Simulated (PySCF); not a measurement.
**How methods differ on the ionisation energy of Nb⁺**

Nb⁺ [Kr] 4d4 [4d3/2^4, M_J = 0] → Nb²⁺ [Kr] 4d3 [4d3/2^3, M_J = 3/2], as a difference of total energies. Calculation: PySCF 2.14, in x2c-TZVPPall-2c (8s9p7d2f1g, 93 functions); the two-component X2C-1e Hamiltonian. Correlated levels: [Ar] 3d10 frozen; the 6 highest virtual spinors dropped. "Screened" scales the spin-orbit matrix elements by Boettger's factors to mimic the two-electron term; Breit and QED terms are absent.

| method | ionisation energy (eV) |
| --- | --- |
| GHF (spin-free) | 13.150 |
| GMP2 (spin-free) | 14.058 |
| GHF (screened spin-orbit) | 13.101 |
| GMP2 (screened spin-orbit) | 14.007 |

Problem. How much does correlation contribute at GMP2 (screened spin-orbit)?

Solution. 14.007 − (13.101) = 0.906 eV, measured against GHF (screened spin-orbit).

The spin-free rows relax to the high-spin LS determinant and lack the spin-orbit shift.

Errors of the correlated levels include the incompleteness of this basis and the frozen core.

The labels give the starting determinants; with spin-orbit coupling the two ends relaxed to ⟨J²⟩ = 3.86, ⟨L²⟩ = 6.05, ⟨S²⟩ = 6.00 and ⟨J²⟩ = 6.50, ⟨L²⟩ = 11.99, ⟨S²⟩ = 3.75.

The determinant of Nb⁺ and of Nb²⁺ mixes levels of different J (the jj label is only the starting occupation), so the difference between spin-free and spin-orbit rows is not the physical spin-orbit shift.

For comparison: 14.32 eV (semi-empirical (NIST evaluation); NIST Atomic Spectra Database, ionization energies).
